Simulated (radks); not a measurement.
Problem. Ta, configuration [Xe] 4f14 5d3 6s2. All-electron calculation, scalar-relativistic Kohn-Sham, r2SCAN, spin-polarised, spherical densities, finite nucleus; open shells are filled with parallel spins first (spin-orbit coupling, left out, can overturn this in heavy ions); meta-GGA in the generalised Kohn-Sham scheme; Fermi nuclear charge, rms radius 5.3507 fm. Program: a radial shooting solver on a logarithmic mesh with Libxc functionals. Some entries of the table are withheld. Estimate them.

orbital,occ.,eigenvalue (hartree),<1/r> (bohr^-1)
1s down,1,-2478.274,85.40
1s up,1,-2478.273,85.40
2s up,1,-426.7295,19.97
2s down,1,-426.7236,19.97
2p up,3,-373.8827,18.15
2p down,3,-373.8783,18.15
3s down,1,-98.10614,7.404
3s up,1,-98.10577,7.404
3p up,3,-82.31186,6.845
3p down,3,-82.31178,6.844
3d up,5,-63.84840,6.462
3d down,5,-63.84577,6.462
4s up,1,-20.19956,3.130
4s down,1,-20.19623,3.129
4p up,3,-14.99555,2.849
4p down,3,-14.99282,2.849
4d up,5,-8.29935,2.530
4d down,5,-8.29587,2.530
5s up,1,-2.76113,1.202
5s down,1,-2.71711,1.213
5p up,3,-1.51485,1.005
5p down,3,-1.44822,1.021
4f up,7,(1),1.999
4f down,7,(2),2.007
6s up,1,-0.22495,(3)
6s down,1,-0.17546,(4)
5d up,3,-0.16287,0.6066
5d down,0,-0.07559,0.5745

Solution. 
(1) 4f up eigenvalue (hartree): -0.91531
(2) 4f down eigenvalue (hartree): -0.90492
(3) 6s up <1/r> (bohr^-1): 0.3967
(4) 6s down <1/r> (bohr^-1): 0.3539
